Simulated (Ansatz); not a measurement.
C$_{10}$H$_{10}$F$_{2}$Ti (`[F][Ti]12345678([F])([C@H]9[C@@H]1[C@@H]2[C@@H]3[C@H]94)[C@H]1[C@@H]5[C@@H]6[C@@H]7[C@H]18`). Total charge 0; spin multiplicity 1. The structure was optimised at the PBE0-D4/def2-TZVP level.

```xyz
23

F     1.751   -0.908   -1.136
Ti    0.211   -0.116   -0.577
F    -0.529    0.235   -2.201
C     1.927    1.479    0.010
C     1.172    1.192    1.162
C    -0.141    1.684    0.951
C    -0.194    2.233   -0.338
C     1.085    2.099   -0.924
C    -0.680   -1.234    1.335
C     0.081   -2.180    0.634
C    -0.539   -2.402   -0.616
C    -1.689   -1.602   -0.678
C    -1.771   -0.855    0.511
H     2.946    1.172   -0.167
H     1.535    0.699    2.051
H    -0.957    1.635    1.654
H    -1.072    2.629   -0.825
H     1.344    2.358   -1.939
H    -0.468   -0.854    2.322
H     1.014   -2.614    0.960
H    -0.150   -3.019   -1.411
H    -2.336   -1.494   -1.534
H    -2.537   -0.136    0.755
```

Task: What is the dipole moment at PBE/def2-TZVPP? (Estimate.)

Result: The calculation gave: 2.96 D, with components (-1.00, 0.55, 2.73) D in this frame, pointing from negative to positive charge.

Task: And with r2SCAN, B3LYP, ωB97M-V? (Estimate.)

Result: Computed: r2SCAN 3.10 D, B3LYP 3.28 D, ωB97M-V 3.28 D.

Task: Give the Mulliken charges with PBE, B3LYP, r2SCAN in def2-TZVPP. (An estimate is asked.)

Result: Ansatz gave: 
| atom | PBE | B3LYP | r2SCAN |
| --- | --- | --- | --- |
| F1 | -0.30 | -0.37 | -0.35 |
| Ti2 | 0.22 | 0.52 | 0.46 |
| F3 | -0.30 | -0.37 | -0.35 |
| C4 | -0.10 | -0.11 | -0.08 |
| C5 | -0.08 | -0.11 | -0.08 |
| C6 | -0.16 | -0.17 | -0.12 |
| C7 | -0.06 | -0.09 | -0.07 |
| C8 | -0.07 | -0.10 | -0.07 |
| C9 | -0.16 | -0.17 | -0.12 |
| C10 | -0.06 | -0.09 | -0.07 |
| C11 | -0.07 | -0.10 | -0.07 |
| C12 | -0.10 | -0.11 | -0.08 |
| C13 | -0.08 | -0.11 | -0.08 |
| H14 | 0.14 | 0.14 | 0.11 |
| H15 | 0.13 | 0.13 | 0.11 |
| H16 | 0.13 | 0.14 | 0.10 |
| H17 | 0.13 | 0.14 | 0.11 |
| H18 | 0.13 | 0.14 | 0.11 |
| H19 | 0.13 | 0.14 | 0.10 |
| H20 | 0.14 | 0.14 | 0.11 |
| H21 | 0.13 | 0.14 | 0.11 |
| H22 | 0.14 | 0.14 | 0.11 |
| H23 | 0.13 | 0.13 | 0.11 |

B3LYP here is the variant with VWN-RPA as its local correlation; programs differ in this.
